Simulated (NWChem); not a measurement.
ZnH4O2F2; SMILES [OH2]->[Zn](<-[OH2])([F])[F]

```xyz
9

Zn     0.0994     0.0049     0.2117
F     -0.0596    -1.2683     1.5143
F      0.7125     1.6494    -0.2927
O     -1.6622     0.9756    -0.5360
H     -0.9830     1.6888    -0.6427
H     -2.3135     1.3089     0.0923
O      0.3531    -1.7912    -0.8821
H     -0.3659    -2.1018    -1.4448
H      0.1929    -2.1646     0.0192
```
Atoms are numbered in this order, from 1.

STO-3G and 3-21G are far too small for this property and stand as cheap habits. Geometry: optimised at PBE0/def2-SVP. No frequency run checked for a minimum.

Task: Give the principal values of the shielding tensors (ppm) of Zn1, F2, F3, O4, O7 from Hartree-Fock/STO-3G, GIAO (NWChem), with their diamagnetic and paramagnetic parts as GIAO splits them.

Result: 
```
atom     σ11      σ22       σ33  isotropic  diamagnetic  paramagnetic
----  ------  -------  --------  ---------  -----------  ------------
Zn1   2361.4  79075.4  111643.6    64360.1       2486.0       61874.1
F2    -806.3    418.9     526.0       46.2        463.9        -417.7
F3    -737.5    272.4     503.5       12.8        464.4        -451.6
O4     251.7    362.2     502.7      372.2        377.6          -5.4
O7     279.2    350.6     527.5      385.8        377.3           8.5
```
